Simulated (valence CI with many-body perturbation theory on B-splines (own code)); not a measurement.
E1 line list for Ce LIII

Method: relativistic CI+MBPT: four valence electrons over a frozen Dirac-Fock core [He], radial functions for each j: 11 s, 11 p, 10 d, 8 f, 5 g, 2 h, with the one-electron correlation potential Σ1 (screened to all orders), the two-electron term Σ2, the three-electron term Σ3, Breit, model QED; selected single and double excitations, second order for the rest, scaled by the run's own slope (own B-spline code, finite nucleus).

The last digits are not significant, and no measured levels were compared; by estimate large intervals hold to a few tenths of a per cent, small ones and those within an open d or f shell to about a per cent. Among the levels kept, up to 880 cm⁻¹ of a level comes from second order outside the variational space, and about a tenth of that is noise between levels of different J, which matters for small intervals.

Lines 101 to 150 of 548 in falling wavelength, among levels below 7605.4 eV, chosen from the strongest by gf and those to the six lowest levels. Wavelengths and rates use the calculated energies. Electric multipoles are in the length gauge with retardation, E1 and E2 with the static RPA response of the core. Weak lines are less certain than strong ones. Lines between different terms over intervals too small for the method are left out, as are lines whose strength nearly cancels. The highest levels of a list are the least certain.

Levels are named by their leading jj configuration (3d3/2^4 stands for four electrons in 3d with j = 3/2), which in mixed levels can hold well under half, so a name can repeat and another be missing. Letters in brackets count levels of one name in rising energy.

```
λ vac (nm)                           Upper                           Lower   A (s⁻¹)  S (a.u.) with core polarisation  S without
     6.019      (2s 2p1/2 2p3/2 3d3/2) J=4      (2s 2p1/2 2p3/2 3p1/2) J=3  5.00e+10                         4.84e-02   4.84e-02
     6.017   (2p1/2 2p3/2^2 3p3/2) J=1 [c]          (2p1/2 2p3/2^2 3s) J=0  1.04e+11                         3.36e-02   3.36e-02
     6.016  (2s 2p1/2 2p3/2 3p3/2) J=3 [a]     (2s 2p1/2 2p3/2 3s) J=2 [a]  1.44e+11                         1.08e-01   1.08e-01
     6.010      (2s 2p3/2^2 3d3/2) J=2 [c]      (2s 2p3/2^2 3p1/2) J=1 [b]  7.37e+10                         3.95e-02   3.95e-02
     5.999          (2s 2p1/2^2 2p3/2) J=2          (2s^2 2p1/2 2p3/2) J=1  1.06e+10                         5.65e-03   5.66e-03
     5.996      (2s 2p3/2^2 3p3/2) J=2 [a]         (2s 2p3/2^2 3s) J=2 [a]  5.95e+10                         3.16e-02   3.16e-02
     5.983          (2s^2 2p3/2 3p3/2) J=3             (2s^2 2p3/2 3s) J=2  1.61e+11                         1.19e-01   1.19e-01
     5.966      (2s 2p3/2^2 3p3/2) J=2 [b]         (2s 2p3/2^2 3s) J=1 [a]  1.21e+11                         6.34e-02   6.34e-02
     5.930  (2s 2p1/2 2p3/2 3p3/2) J=2 [d]     (2s 2p1/2 2p3/2 3s) J=1 [c]  1.46e+11                         7.50e-02   7.50e-02
     5.929  (2s 2p1/2 2p3/2 3p3/2) J=3 [b]     (2s 2p1/2 2p3/2 3s) J=2 [b]  5.43e+10                         3.91e-02   3.91e-02
     5.928      (2s 2p3/2^2 3p3/2) J=2 [c]         (2s 2p3/2^2 3s) J=2 [b]  4.60e+10                         2.36e-02   2.36e-02
     5.927  (2s 2p1/2 2p3/2 3d3/2) J=3 [b]      (2s 2p1/2 2p3/2 3p1/2) J=3  5.19e+10                         3.73e-02   3.73e-02
     5.914      (2s 2p1/2 2p3/2 3p3/2) J=4         (2s 2p1/2 2p3/2 3s) J=3  1.20e+11                         1.10e-01   1.10e-01
     5.914  (2s 2p1/2 2p3/2 3p3/2) J=3 [c]          (2s^2 2p3/2 3p3/2) J=2  3.56e+10                         2.54e-02   2.54e-02
     5.896  (2s 2p1/2 2p3/2 3p3/2) J=2 [e]     (2s 2p1/2 2p3/2 3s) J=2 [c]  6.47e+10                         3.27e-02   3.28e-02
     5.872      (2s 2p3/2^2 3p3/2) J=2 [c]         (2s 2p3/2^2 3s) J=1 [b]  7.61e+10                         3.80e-02   3.80e-02
     5.857       (2p1/2^2 2p3/2 3p3/2) J=3  (2s 2p1/2 2p3/2 3p3/2) J=2 [c]  2.98e+10                         2.07e-02   2.07e-02
     5.818          (2s^2 2p1/2 3p3/2) J=2             (2s^2 2p1/2 3s) J=1  1.69e+11                         8.19e-02   8.20e-02
     5.775   (2p1/2 2p3/2^2 3p3/2) J=3 [a]      (2s 2p3/2^2 3p3/2) J=2 [a]  4.48e+10                         2.98e-02   2.98e-02
     5.766  (2s 2p1/2 2p3/2 3p1/2) J=1 [b]          (2s^2 2p3/2 3p1/2) J=1  6.62e+10                         1.88e-02   1.88e-02
     5.766          (2s^2 2p3/2 3p3/2) J=2             (2s^2 2p3/2 3s) J=1  5.35e+10                         2.53e-02   2.53e-02
     5.749   (2p1/2 2p3/2^2 3d3/2) J=3 [b]       (2p1/2 2p3/2^2 3p1/2) J=3  5.63e+10                         3.70e-02   3.70e-02
     5.718      (2s 2p3/2^2 3p3/2) J=2 [c]         (2s 2p3/2^2 3s) J=1 [a]  3.93e+10                         1.81e-02   1.81e-02
     5.658          (2s^2 2p1/2 3p3/2) J=1             (2s^2 2p1/2 3s) J=1  7.36e+10                         1.97e-02   1.98e-02
     5.598  (2s 2p1/2 2p3/2 3p3/2) J=2 [e]     (2s 2p1/2 2p3/2 3s) J=1 [b]  7.74e+10                         3.35e-02   3.35e-02
     5.582          (2s^2 2p1/2 3p3/2) J=1             (2s^2 2p1/2 3s) J=0  1.24e+11                         3.19e-02   3.19e-02
     5.576   (2p1/2 2p3/2^2 3p3/2) J=2 [b]      (2p1/2 2p3/2^2 3s) J=2 [b]  1.60e+11                         6.86e-02   6.86e-02
     5.569  (2s 2p1/2 2p3/2 3p3/2) J=1 [d]     (2s 2p1/2 2p3/2 3s) J=1 [b]  9.83e+10                         2.51e-02   2.51e-02
     5.558          (2s 2p1/2^2 3p3/2) J=2             (2s 2p1/2^2 3s) J=1  1.21e+11                         5.14e-02   5.14e-02
     5.524  (2s 2p1/2 2p3/2 3p3/2) J=2 [a]     (2s 2p1/2 2p3/2 3s) J=2 [a]  8.24e+10                         3.43e-02   3.43e-02
     5.501       (2p1/2 2p3/2^2 3p1/2) J=1      (2s 2p3/2^2 3p1/2) J=2 [a]  8.05e+10                         1.98e-02   1.99e-02
     5.497  (2s 2p1/2 2p3/2 3d3/2) J=2 [d]  (2s 2p1/2 2p3/2 3p1/2) J=2 [c]  4.82e+10                         1.98e-02   1.98e-02
     5.411   (2p1/2 2p3/2^2 3p3/2) J=1 [b]          (2p1/2 2p3/2^2 3s) J=1  8.32e+10                         1.95e-02   1.95e-02
     5.407      (2s 2p3/2^2 3p3/2) J=1 [c]         (2s 2p3/2^2 3s) J=1 [b]  8.79e+10                         2.06e-02   2.06e-02
     5.401  (2s 2p1/2 2p3/2 3p3/2) J=3 [b]         (2s 2p1/2 2p3/2 3s) J=3  1.11e+11                         6.05e-02   6.05e-02
     5.372     (2s 2p1/2 2p3/2 3s) J=2 [c]             (2s^2 2p3/2 3s) J=1  6.14e+10                         2.35e-02   2.35e-02
     5.320       (2p1/2^2 2p3/2 3p3/2) J=2  (2s 2p1/2 2p3/2 3p3/2) J=2 [c]  5.87e+10                         2.18e-02   2.18e-02
     5.240   (2p1/2 2p3/2^2 3p3/2) J=1 [b]      (2p1/2 2p3/2^2 3s) J=2 [a]  9.71e+10                         2.07e-02   2.07e-02
     5.224     (2s 2p1/2 2p3/2 3s) J=2 [c]             (2s^2 2p3/2 3s) J=2  7.47e+10                         2.63e-02   2.63e-02
     5.222      (2s 2p3/2^2 3p3/2) J=1 [d]         (2s 2p3/2^2 3s) J=1 [b]  1.09e+11                         2.30e-02   2.30e-02
     5.205       (2p1/2 2p3/2^2 3d5/2) J=4          (2s 2p3/2^2 3d5/2) J=5  2.69e+10                         1.69e-02   1.69e-02
     5.040          (2s^2 2p3/2 3p3/2) J=0             (2s^2 2p3/2 3s) J=1  2.78e+11                         1.76e-02   1.76e-02
     4.986      (2p1/2 2p3/2^2 3s) J=2 [a]             (2s 2p3/2^2 3s) J=3  6.95e+10                         2.13e-02   2.13e-02
     4.914      (2s 2p1/2 2p3/2^2) J=1 [a]              (2s^2 2p3/2^2) J=2  1.40e+10                         2.45e-03   2.46e-03
     4.861      (2p1/2 2p3/2^2 3s) J=2 [b]         (2s 2p3/2^2 3s) J=2 [a]  9.80e+10                         2.78e-02   2.78e-02
     4.858       (2p1/2^2 2p3/2 3d5/2) J=3  (2s 2p1/2 2p3/2 3d5/2) J=4 [b]  3.93e+10                         1.56e-02   1.56e-02
     4.850       (2p1/2^2 2p3/2 3p1/2) J=2      (2s 2p1/2 2p3/2 3p1/2) J=3  6.35e+10                         1.79e-02   1.79e-02
     4.844          (2s 2p1/2^2 2p3/2) J=1          (2s^2 2p1/2 2p3/2) J=2  2.86e+10                         4.81e-03   4.82e-03
     4.831       (2p1/2^2 2p3/2 3p3/2) J=3      (2s 2p1/2 2p3/2 3p3/2) J=4  4.74e+10                         1.85e-02   1.85e-02
     4.807       (2p1/2^2 2p3/2 3d5/2) J=4      (2s 2p1/2 2p3/2 3d5/2) J=5  5.10e+10                         2.52e-02   2.52e-02
```
